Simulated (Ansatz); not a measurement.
O3W (SMILES [O]=[W](=[O])=[O]) moved off its minimum; all values from Ansatz (an electronic-structure program), cores frozen in correlated methods. Elements past Kr take the def2 small-core potentials, without spin–orbit coupling.
(charge 0, multiplicity 1)
```xyz
4

W     -0.0781     0.0772     0.0950
O      1.1553    -0.6720    -0.9288
O     -0.7420    -1.0910     1.2008
O     -1.1078     0.8266    -0.9221
```

Forces at PBE/def2-TZVPP (eV/Å):

```csv
atom,Fx,Fy,Fz
W1,6.969,-2.183,3.528
O2,-0.919,0.180,0.669
O3,-0.957,-0.464,-0.229
O4,-5.093,2.467,-3.968
```

### Question
Give the forces (eV/Å), the total energy and the dipole at CCSD(T)/def2-TZVPPD.

### Answer

```
atom      Fx      Fy      Fz
----  ------  ------  ------
W1     6.866  -2.562   3.372
O2    -0.677   0.223   0.652
O3    -0.953  -0.463   0.045
O4    -5.236   2.802  -4.069
```
Energy -292.0772 hartree, dipole 5.12 D.

Doubts at one or more of the structures used: a restricted determinant that unrestricted orbitals would lower (CCSD(T)/def2-TZVPPD).
